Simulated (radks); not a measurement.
Q: Species: Au2+. Configuration: [Xe] 4f14 5d7 6d2 (not the ground configuration). All-electron calculation, scalar-relativistic Kohn-Sham, SOGGA, spin-polarised, spherical densities, finite nucleus; open shells are filled with parallel spins first (spin-orbit coupling, left out, can overturn this in heavy ions); Fermi nuclear charge, rms radius 5.4371 fm. Program: a radial shooting solver on a logarithmic mesh with Libxc functionals. Some entries of the table are withheld. Estimate them.

orbital  occ.  eigenvalue (hartree)  <r> (bohr)
1s down     1             -2967.530     0.01687
1s up       1             -2967.530     0.01687
2s up       1             -524.7906     0.07115
2s down     1             -524.7807     0.07115
2p up       3             -454.0938     0.06425
2p down     3             -454.0856     0.06425
3s up       1             -124.9185      0.1839
3s down     1             -124.9142      0.1839
3p up       3             -104.4017      0.1852
3p down     3             -104.3970      0.1852
3d up       5             -82.43091      0.1677
3d down     5             -82.42345      0.1677
4s up       1             -28.18907      0.4072
4s down     1             -28.17920      0.4072
4p up       3             -21.45718      0.4337
4p down     3             -21.44771      0.4336
4d up       5             -13.36268      0.4585
4d down     5             -13.35157      0.4583
5s up       1              -5.37465      0.9231
5s down     1              -5.30849      0.9198
4f up       7              -4.37448      0.4986
4f down     7              -4.35878      0.4972
5p up       3              -3.57330       1.057
5p down     3              -3.49310       1.053
5d up       5              -1.51868         (1)
5d down     2              -1.42769         (2)
6d up       2              -0.41690       4.037

A: 
(1) 5d up <r> (bohr): 1.392
(2) 5d down <r> (bohr): 1.395
